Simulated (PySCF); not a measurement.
Gas-phase reaction: 2 Sb + 6 C2H4 = 2 Sb(CH3)3 + 3 C2H2 (acetylene)

Method: PySCF energies (xtb for GFN2) plus ideal-gas RRHO corrections (1 bar). † marks an energy on the PBE0/def2-TZVP geometry and frequencies; other levels use their own. CCSD(T) freezes the core. Open shells (unrestricted): Sb (multiplicity 4); the rest are closed-shell singlets. GFN2 has no spin-polarisation term. Sb: scalar-relativistic def2 core potential, no spin-orbit coupling. CCSD(T) isn't extrapolated to the basis-set limit.

ωB97X-V/def2-TZVP† gives ΔH°(298 K) = -149 kJ.

### Question
What do GFN2-xTB, PBE/def2-SVP, CCSD(T)/def2-SVP† give?

### Answer
GFN2-xTB: -162 kJ; PBE/def2-SVP: -54 kJ; CCSD(T)/def2-SVP†: 84 kJ. For scale, ΔH°(298 K) is -149 kJ at this level, -105 kJ at ωB97M-V/def2-TZVP†, and runs from -254 to 274 kJ over the 16 levels computed.
